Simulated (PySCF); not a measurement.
Cd(H)(NH2) (CdH3N), SMILES [NH2][CdH].

Geometry: B3LYP-D3(BJ)/def2-TZVP. The def2 effective core potentials stand for the cores of Cd; spin–orbit coupling is left out.

The numbers are results of TDDFT-LC-ωPBE/def2-TZVPD (PySCF), not measurements.

Vertical excitations. Isolated molecule, no solvent. State labels are in the subgroup Cs.

```json
[
 {"state": "S1", "symmetry": "A'", "energy (eV)": "5.67", "λ (nm)": "219", "f": "0.088", "main pairs": "HOMO→LUMO+2 56 %, HOMO→LUMO+1 39 %"},
 {"state": "S2", "symmetry": "A\"", "energy (eV)": "5.76", "λ (nm)": "215", "f": "0.001", "main pairs": "HOMO→LUMO 96 %"},
 {"state": "S3", "symmetry": "A'", "energy (eV)": "6.39", "λ (nm)": "194", "f": "0.031", "main pairs": "HOMO→LUMO+1 53 %, HOMO→LUMO+2 41 %"},
 {"state": "S4", "symmetry": "A\"", "energy (eV)": "7.31", "λ (nm)": "170", "f": "0.116", "main pairs": "HOMO−1→LUMO 96 %"},
 {"state": "S5", "symmetry": "A'", "energy (eV)": "7.56", "λ (nm)": "164", "f": "0.144", "main pairs": "HOMO−1→LUMO+1 74 %, HOMO−1→LUMO+2 15 %"},
 {"state": "S6", "symmetry": "A'", "energy (eV)": "7.81", "λ (nm)": "159", "f": "0.004", "main pairs": "HOMO→LUMO+3 74 %"},
 {"state": "S7", "symmetry": "A'", "energy (eV)": "8.33", "λ (nm)": "149", "f": "0.454", "main pairs": "HOMO−1→LUMO+2 46 %, HOMO−2→LUMO+1 36 %"},
 {"state": "S8", "symmetry": "A\"", "energy (eV)": "8.34", "λ (nm)": "149", "f": "0.000", "main pairs": "HOMO→LUMO+5 91 %"},
 {"state": "S9", "symmetry": "A\"", "energy (eV)": "8.58", "λ (nm)": "144", "f": "0.249", "main pairs": "HOMO−2→LUMO 94 %"},
 {"state": "S10", "symmetry": "A'", "energy (eV)": "8.67", "λ (nm)": "143", "f": "0.341", "main pairs": "HOMO−2→LUMO+1 46 %, HOMO−1→LUMO+2 25 %, HOMO−1→LUMO+1 9 %, HOMO−1→LUMO+4 7 %"},
 {"state": "T1", "symmetry": "A'", "energy (eV)": "4.93", "λ (nm)": "252", "f": "0", "main pairs": "HOMO→LUMO+1 67 %, HOMO→LUMO+2 26 %"},
 {"state": "T2", "symmetry": "A\"", "energy (eV)": "5.66", "λ (nm)": "219", "f": "0", "main pairs": "HOMO→LUMO 94 %"},
 {"state": "T3", "symmetry": "A'", "energy (eV)": "5.79", "λ (nm)": "214", "f": "0", "main pairs": "HOMO→LUMO+2 67 %, HOMO→LUMO+1 25 %"},
 {"state": "T4", "symmetry": "A\"", "energy (eV)": "6.47", "λ (nm)": "192", "f": "0", "main pairs": "HOMO−1→LUMO 81 %"}
]
```
Triplets are in the Tamm–Dancoff approximation, which puts them higher than full response would, so one can lie above its singlet here.
